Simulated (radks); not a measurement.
Results of a calculation; reference values are marked as such.
Task: Sn XI, configuration [Kr] 4d4. Code: a radial shooting solver on a logarithmic mesh with Libxc functionals. Model: Dirac Kohn-Sham, LB94 model potential, spin-unpolarised, spherical densities, finite nucleus; open shells fill j = l - 1/2 first; Fermi nuclear charge, rms radius 4.6519 fm. Some entries of the table are withheld. Estimate them.

orbital  occ.  eigenvalue (eV)  <r^2> (bohr^2)
1s1/2       2        -29339.89        0.001139
2s1/2       2        -4618.060         0.01841
2p1/2       2        -4333.261             (1)
2p3/2       4        -4100.003             (2)
3s1/2       2              (3)          0.1307
3p1/2       2        -942.5363          0.1253
3p3/2       4        -899.9687          0.1337
3d3/2       4        -693.0046          0.1140
3d5/2       6        -684.1023          0.1164
4s1/2       2        -323.2736          0.6943
4p1/2       2        -282.8630             (4)
4p3/2       4        -274.0103             (5)
4d3/2       4        -207.8912             (6)
4d5/2       0        -206.3652             (7)

Result: 
(1) 2p1/2 <r^2> (bohr^2): 0.01367
(2) 2p3/2 <r^2> (bohr^2): 0.01497
(3) 3s1/2 eigenvalue (eV): -1059.399
(4) 4p1/2 <r^2> (bohr^2): 0.7530
(5) 4p3/2 <r^2> (bohr^2): 0.7966
(6) 4d3/2 <r^2> (bohr^2): 0.9600
(7) 4d5/2 <r^2> (bohr^2): 0.9753
